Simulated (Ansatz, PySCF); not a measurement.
Process, species as SMILES: FC(F)(F)C(Cl)Cl + 6 [H][H] (H2) → 2 C (CH4) + 2 Cl (HCl) + 3 F (HF)
Structures are relaxed separately at B3LYP-D3(BJ)/def2-TZVP in Ansatz (a program for electronic structure), one conformer each, not searched for the lowest.

Property: energy of full hydrogenation (electronic energy difference), in kJ/mol. Correlated levels leave the core frozen unless marked. Spin-orbit coupling is left out. Non-relativistic. Basis-set limits of correlation are two-point, X^-3; Hartree-Fock from the larger set. The bracket is a focal-point correction in the basis named.

```json
[
 {"level": "SVWN5/def2-TZVPD", "program": "Ansatz", "energy of full hydrogenation (kJ/mol)": "-426.7"},
 {"level": "PBE0-D3(BJ)/def2-TZVP", "program": "Ansatz + dftd3", "energy of full hydrogenation (kJ/mol)": "-453.5"},
 {"level": "TPSSh-D4/def2-TZVPD", "program": "PySCF + dftd4", "energy of full hydrogenation (kJ/mol)": "-408.2"},
 {"level": "LC-wPBE-D3(BJ)/def2-TZVPD", "program": "Ansatz + dftd3", "energy of full hydrogenation (kJ/mol)": "-482.3"},
 {"level": "B2PLYP-D4/def2-TZVPD", "program": "Ansatz + dftd4", "energy of full hydrogenation (kJ/mol)": "-468.6"}
]
```

### Question
Estimate the value at RI-MP2/CBS(cc-pV(T+d)Z,cc-pV(Q+d)Z)+[CCSD(T)-MP2]/cc-pV(T+d)Z as computed with Ansatz.

### Answer
-490.6 kJ/mol
